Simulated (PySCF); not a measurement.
NICS in isomers of C6H8N2O2.

Probes without a nucleus sit at each ring's centroid and 1 Å off its mean plane on both sides; NICS is minus the shielding there, NICSzz its component along the normal. Level: GIAO PBE0/pcSseg-1 (PySCF, non-relativistic, gas phase) on the GFN2-xTB geometries, one conformer each. Atom numbers follow the mapped SMILES.

Question: Order these rings by mean NICS(1)zz, lowest (most negative) first (ppm).
A. ring N2–C3–C4–C8–N9 in `[CH3:1][n:2]1[cH:3][c:4]([C:5](=[O:6])[O-:7])[cH:8][n+:9]1[CH3:10]`
B. ring C4–C5–C6–C7 in `[O:1]=[CH:2][NH:3][C@H:4]1[CH:5]=[CH:6][C@H:7]1[NH:8][CH:9]=[O:10]`
C. ring C3–N4–N5–C6–O10 in `[CH3:1][O:2][c:3]1[n:4][n:5][c:6]([CH:7]2[CH2:8][CH2:9]2)[o:10]1`

Answer: A (-26.6), C (-19.6), B (0.4).

| SMILES | ring | NICS(0) | NICS(1) | NICS(1)zz | HOMA | rms pucker (Å) | ring atoms with four or more neighbours |
| --- | --- | --- | --- | --- | --- | --- | --- |
| Cn1cc(C(=O)[O-])c[n+]1C | 5-membered ring with 2 N; formal bonds all aromatic | -14.0 | -11.3 | -26.6 | 0.95 | 0.00 | 0 |
| COc1nnc(C2CC2)o1 | 5-membered ring with 2 N and O; formal bonds all aromatic | -8.0 | -8.2 | -19.6 | 0.32 | 0.00 | 0 |
| O=CN[C@H]1C=C[C@H]1NC=O | 4-membered carbocycle; formal bonds 1 double, 3 single | 1.7 | -1.8 | 0.4 | – | 0.02 | 2 |

NICS(0) gives the same order. The isotropic NICS(1) gives the same order. HOMA uses Krygowski's 1993 parameters; it is left out where a ring has a four-coordinate atom, a triple bond, no multiple bond or a kind of bond without parameters. NICS(1) and NICS(1)zz are means over the two faces.
